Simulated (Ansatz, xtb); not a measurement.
**C6H4ClFO: which of two isomers lies lower**

We compare a, `Oc1ccc(F)cc1Cl`, a singlet, with b, `Oc1cc(Cl)ccc1F`, a singlet. Both are isolated molecules in the gas phase, relaxed with PBE-D3(BJ)/def2-SVP; the shapes shown needn't be the lowest conformers.

a (Å):

```json
{"atom": "C", "x (Å)": "-1.4412", "y (Å)": "1.1941", "z (Å)": "0.1124"}
{"atom": "C", "x (Å)": "-0.5431", "y (Å)": "0.6733", "z (Å)": "1.0644"}
{"atom": "C", "x (Å)": "-0.0967", "y (Å)": "-0.6513", "z (Å)": "0.9868"}
{"atom": "C", "x (Å)": "-0.5509", "y (Å)": "-1.4708", "z (Å)": "-0.0545"}
{"atom": "C", "x (Å)": "-1.4433", "y (Å)": "-0.9937", "z (Å)": "-1.0213"}
{"atom": "C", "x (Å)": "-1.8769", "y (Å)": "0.3341", "z (Å)": "-0.9246"}
{"atom": "Cl", "x (Å)": "-2.9951", "y (Å)": "0.9986", "z (Å)": "-2.1016"}
{"atom": "F", "x (Å)": "-0.1239", "y (Å)": "-2.7461", "z (Å)": "-0.1330"}
{"atom": "O", "x (Å)": "-1.8544", "y (Å)": "2.4775", "z (Å)": "0.2139"}
{"atom": "H", "x (Å)": "-2.4678", "y (Å)": "2.6404", "z (Å)": "-0.5359"}
{"atom": "H", "x (Å)": "-0.2031", "y (Å)": "1.3388", "z (Å)": "1.8706"}
{"atom": "H", "x (Å)": "0.6039", "y (Å)": "-1.0607", "z (Å)": "1.7279"}
{"atom": "H", "x (Å)": "-1.7907", "y (Å)": "-1.6476", "z (Å)": "-1.8318"}
```

b (Å):

```yaml
atoms:
  - { symbol: C, position_ang: [-1.6269, 1.0917, 0.3012] }
  - { symbol: C, position_ang: [-0.9892, 0.2979, 1.2688] }
  - { symbol: C, position_ang: [-0.3971, -0.9153, 0.8821] }
  - { symbol: C, position_ang: [-0.4243, -1.3596, -0.4502] }
  - { symbol: C, position_ang: [-1.0624, -0.5651, -1.4172] }
  - { symbol: C, position_ang: [-1.6494, 0.6373, -1.0351] }
  - { symbol: Cl, position_ang: [0.3926, -1.8933, 2.0941] }
  - { symbol: F, position_ang: [-2.2769, 1.4367, -1.9380] }
  - { symbol: O, position_ang: [-2.2056, 2.2663, 0.6492] }
  - { symbol: H, position_ang: [-2.5860, 2.6518, -0.1660] }
  - { symbol: H, position_ang: [-0.9641, 0.6390, 2.3120] }
  - { symbol: H, position_ang: [0.0470, -2.3124, -0.7243] }
  - { symbol: H, position_ang: [-1.1085, -0.8726, -2.4717] }
```

**Question.** Estimate which is lower in electronic energy at CCSD(T)/def2-SVP + ΔMP2/def2-TZVPP, and by roughly how much.

**Answer.** Not settled: CCSD(T)/def2-SVP + ΔMP2/def2-TZVPP gives E(b) − E(a) = +1.04 kcal/mol, but this leans on the basis-set step: CCSD(T) alone gives +0.98 kcal/mol.

Level by level:

```tsv
level	geometry	E(b) − E(a) (kcal/mol)	departure from the last row (kcal/mol)	job, with rough time for the two
GFN2-xTB	GFN2-xTB	+1.36	+0.32	optimisation, 0.24 s
HF/STO-3G	GFN2-xTB	+1.68	+0.64	single point, 0.72 s
r2SCAN-D4/def2-SVP	GFN2-xTB	+1.64	+0.61	single point, 5.1 s
PBE-D3(BJ)/def2-SVP	PBE-D3(BJ)/def2-SVP	+1.84	+0.81	optimisation, 19 s
HF/def2-SVP	PBE-D3(BJ)/def2-SVP	+0.33	−0.71	part of the CCSD(T) run
MP2/def2-SVP	PBE-D3(BJ)/def2-SVP	+1.15	+0.11	part of the CCSD(T) run
CCSD(T)/def2-SVP	PBE-D3(BJ)/def2-SVP	+0.98	−0.06	single point
CCSD(T)/def2-SVP + ΔMP2/def2-TZVPP	PBE-D3(BJ)/def2-SVP	+1.04		single point, 1.9 min
```

As drawn, both hold the same kinds of bond in the same numbers.

HF/def2-SVP finds them nearly level. The largest departure from CCSD(T)/def2-SVP + ΔMP2/def2-TZVPP is that of PBE-D3(BJ)/def2-SVP, 0.81 kcal/mol. The last row adds to CCSD(T) the change of the MP2 difference between the two basis sets, here +0.06 kcal/mol.

With thermal terms from frequencies at re-optimised GFN2-xTB minima (ideal gas, soft modes damped towards free rotors, one conformer each, 298.15 K, 1 atm): the zero-point term adds +0.04 kcal/mol; ΔH is +1.12 and ΔG +1.04 kcal/mol.

The correlated steps freeze 13 core orbitals. Run with Ansatz 0.2.0, xtb 6.7.1; the last row on 4 threads of AMD EPYC 7R43 64-Core Processor (Zen 3) on a shared host.
